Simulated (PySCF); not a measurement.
Nuclear quadrupole coupling in `C[SiH2]/C(C=O)=C/C(F)(F)F`

C₅H₇F₃OSi.
Cartesian coordinates in Å at the GFN2-xTB level; atoms count from 1:
```
atom  x, y, z in Å
C1    -2.607   -0.257   -0.428
Si2   -1.436   -0.173    1.060
C3     0.312    0.193    0.376
C4     0.500    1.605    0.019
O5    -0.436    2.328   -0.205
C6     1.218   -0.748    0.129
C7     2.533   -0.497   -0.550
F8     3.184   -1.640   -0.808
F9     2.405    0.141   -1.727
F10    3.368    0.255    0.193
H11   -2.627    0.692   -0.955
H12   -2.300   -1.025   -1.134
H13   -3.620   -0.484   -0.109
H14   -1.767    0.891    2.005
H15   -1.324   -1.469    1.740
H16    1.537    1.985   -0.001
H17    1.052   -1.784    0.384
```

Field gradients from the PBE0/pcSseg-1 density (PySCF, non-relativistic), principal values in atomic units, ordered |Vxx| ≤ |Vyy| ≤ |Vzz|:

```csv
atom,Vxx,Vyy,Vzz
O5,0.4368,1.6284,-2.0652
```

Task: Find the asymmetry η = (Vxx − Vyy)/Vzz and the couplings χ = eQV/h (234.96 MHz × Q in barn × V in au), with Q(17O) = −0.0256 b.

Result: 
```csv
atom,environment,nucleus,η,χzz (MHz),χxx (MHz),χyy (MHz)
O5,aldehyde oxygen,17O,0.58,12.42,-2.63,-9.79
```

Task: What is Vzz at O5 in SI units (1 au = 9.71736 × 10²¹ V/m²)?

Result: -2.0652 au = -20.068 × 10²¹ V/m².

Task: And the gradient at the other heavy atoms, for which no coupling is worked out here?

Result: 
```tsv
atom	environment	Vzz (au)	η
C1	Si-methyl carbon	0.021	0.80
Si2	SiH2 silicon	0.350	0.26
C3	fully substituted alkene carbon	0.421	0.30
C4	aldehyde carbon	0.549	0.10
C6	alkene CH carbon	0.291	0.93
C7	CF3 carbon	-0.424	0.01
F8	fluorine of a CF3 group	2.923	0.05
F9	fluorine of a CF3 group	2.925	0.07
F10	fluorine of a CF3 group	2.923	0.06
```

Task: What couplings would deuterons (Q(2H) = 0.00286 b) have in place of the hydrogens, at this geometry?

Result: 
| atom | bonded to | bond length (Å) | Vzz (au) | η | χzz (kHz) |
| --- | --- | --- | --- | --- | --- |
| H11 | C1 | 1.086 | 0.3193 | 0.02 | 215 |
| H12 | C1 | 1.088 | 0.3216 | 0.00 | 216 |
| H13 | C1 | 1.086 | 0.3249 | 0.00 | 218 |
| H14 | Si2 | 1.461 | 0.1633 | 0.03 | 110 |
| H15 | Si2 | 1.468 | 0.1580 | 0.02 | 106 |
| H16 | C4 | 1.104 | 0.2695 | 0.03 | 181 |
| H17 | C6 | 1.080 | 0.3206 | 0.07 | 215 |

Isolated species at its GFN2-xTB geometry (one conformer only). GFN2-xTB bond lengths can be off by several hundredths of an ångström, more for odd bonds, and the gradients follow them. With so small a basis the couplings can be 20 % off.

These values come from a run that also computed NMR shieldings. On one thread of an Arm Neoverse N1 (shared host), this took 88 s of wall time (with the writing of density and orbital grids) and 0.95 GiB of memory at its peak.
